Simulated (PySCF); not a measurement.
**Working out the ionisation energy of Nb²⁺**

Nb²⁺ [Kr] 4d3 (4F) → Nb³⁺ [Kr] 4d2 (3F). All numbers are calculated (PySCF 2.14, a scalar-relativistic core potential, in def2-TZVPPD with the def2 core potential (28 electrons)). Frozen: 4s2 4p6. Energies in hartree (1 hartree = 27.21139 eV):

| part | Nb²⁺ (lower) | Nb³⁺ (upper) |
| --- | --- | --- |
| UHF | -55.628564 | -54.737925 |
| CCSD correlation | -0.017711 | -0.004321 |
| (T) | -0.000082 | 0.000000 |

Q: What does Hartree-Fock give?

A: (-54.737925) − (-55.628564) = 0.890639 hartree = 24.236 eV.

Q: What do CCSD and CCSD(T) give?

A: The CCSD correlation energies differ by 0.013390 hartree = 0.364 eV and the triples by 0.000082 hartree = 0.002 eV, so CCSD gives 24.600 eV and CCSD(T) 24.602 eV.

Reference: 25.04 eV (semi-empirical (NIST evaluation); NIST Atomic Spectra Database, ionization energies), between the lowest levels; spin-orbit coupling is absent from the calculation.

What remains against the reference includes basis incompleteness, the frozen core and higher excitations.
